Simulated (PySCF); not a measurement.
Geometry (Å), atoms numbered from 1 in this order:
```xyz
5

Mo    0.0816   -0.0019    0.0698
O     0.0173   -0.0795    1.7267
O     1.6901    0.0128   -0.3382
Cl   -0.8973    1.9025   -0.6451
Cl   -0.8917   -1.8338   -0.8132
```

Geometry: PBE0-D3(BJ)/def2-SVP; GIAO absolute shieldings from PySCF 2.14.0 with density-fitted response routines, gas phase, scalar relativity only through the core potential, averaged over equivalent atoms.

At PBE0/pcSseg-1 (def2-TZVP on Mo) (122 basis functions, 8 s wall time on 1 thread of an Arm Neoverse V2, shared host):
```
  atoms  σ (ppm)
  O2/O3   -787.0
Cl4/Cl5    511.6
```

Problem. Predict the values at KT2/pcSseg-1 (def2-TZVP on Mo) on the same geometry.

Solution. 
```tsv
atoms	σ at KT2/pcSseg-1 (def2-TZVP on Mo)	change
O2/O3	-661.6	+125.4
Cl4/Cl5	478.1	-33.5
```

The largest change is at O2/O3 (oxygen bonded to Mo). Cost: 122 basis functions, 10 s wall time on 1 thread of an Arm Neoverse V2, shared host.

Mo is described by an effective core potential, so it has no shielding of its own here; spin–orbit effects on the atoms bonded to it, which can be large, are absent, and the values of these neighbours are rough.
